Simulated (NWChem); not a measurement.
System meant: C2H4N3 cation; SMILES [nH]1nc[nH+]c1

Here is an NWChem input.

```
start job
memory heap 200 mb stack 700 mb global 900 mb
charge 1
geometry units angstroms noautoz
  C     -1.046681     0.457841     0.000000
  N     -0.880045    -0.831672     0.000000
  N      0.446156    -0.999234     0.000000
  C      1.106100     0.144947     0.000000
  N      0.166890     1.092368     0.000000
  H     -2.009294     0.968983     0.000000
  H      0.840076    -1.941207     0.000000
  H      2.187379     0.284209     0.000000
  H      0.333446     2.098377     0.000000
end
basis spherical
  * library def2-svp
end
dft
  xc pbe0
  iterations 4
  mulliken
end
task dft energy
```

End of the output:

```
    Atom       Charge   Shell Charges
 -----------   ------   -------------------------------------------------------
    1 C    6     5.91   1.96  0.61  0.30  1.89  1.00  0.15
    2 N    7     7.01   1.97  0.82  0.49  2.17  1.48  0.08
    3 N    7     6.82   1.97  0.71  0.36  2.27  1.43  0.09
    4 C    6     5.86   1.96  0.60  0.29  1.89  0.96  0.16
    5 N    7     6.86   1.97  0.70  0.37  2.27  1.49  0.06
    6 H    1     0.92   0.61  0.24  0.07
    7 H    1     0.85   0.57  0.17  0.12
    8 H    1     0.91   0.61  0.23  0.08
    9 H    1     0.85   0.56  0.17  0.12

 center of mass
 --------------
 x =  -0.01931981 y =  -0.04932193 z =   0.00000000

 moments of inertia (a.u.)
 ------------------
         187.620894305654           0.000000000000           0.000000000000
           0.000000000000         183.383544906284           0.000000000000
           0.000000000000           0.000000000000         371.004439211938

     Multipole analysis of the density
     ---------------------------------

     L   x y z        total         alpha         beta         nuclear
     -   - - -        -----         -----         ----         -------
     0   0 0 0      1.000000    -18.000000    -18.000000     37.000000

     1   1 0 0      0.742402      0.371201      0.371201     -0.000000
     1   0 1 0      1.282205      0.641102      0.641102      0.000000
     1   0 0 1      0.000000      0.000000      0.000000      0.000000

     2   2 0 0    -10.380138    -60.932472    -60.932472    111.484806
     2   1 1 0     -3.110177     -0.302545     -0.302545     -2.505088
     2   1 0 1     -0.000000     -0.000000     -0.000000      0.000000
     2   0 2 0    -13.511242    -60.502219    -60.502219    107.493197
     2   0 1 1      0.000000      0.000000      0.000000      0.000000
     2   0 0 2    -20.881773    -10.440887    -10.440887      0.000000

 ------------------------------------------------------------------------
 dft energy failed                                                                                  0
 ------------------------------------------------------------------------
 ------------------------------------------------------------------------
  current input line :
    23: task dft energy
 ------------------------------------------------------------------------
 ------------------------------------------------------------------------
 This type of error is most commonly associated with calculations not reaching convergence criteria
 ------------------------------------------------------------------------
 For more information see the NWChem manual at https://nwchemgit.github.io

0:dft energy failed:Received an Error in Communication
```

### Question
Can this run be used? If not, why, and what is the fix?

### Answer
Convergence was not reached. Cause: the SCF was allowed too few iterations. This input runs:
```
start job
memory heap 200 mb stack 700 mb global 900 mb
charge 1
geometry units angstroms noautoz
  C     -1.046681     0.457841     0.000000
  N     -0.880045    -0.831672     0.000000
  N      0.446156    -0.999234     0.000000
  C      1.106100     0.144947     0.000000
  N      0.166890     1.092368     0.000000
  H     -2.009294     0.968983     0.000000
  H      0.840076    -1.941207     0.000000
  H      2.187379     0.284209     0.000000
  H      0.333446     2.098377     0.000000
end
basis spherical
  * library def2-svp
end
dft
  xc pbe0
  iterations 150
  mulliken
end
task dft energy
```
It converges to -242.15896 Ha (PBE0/def2-SVP).
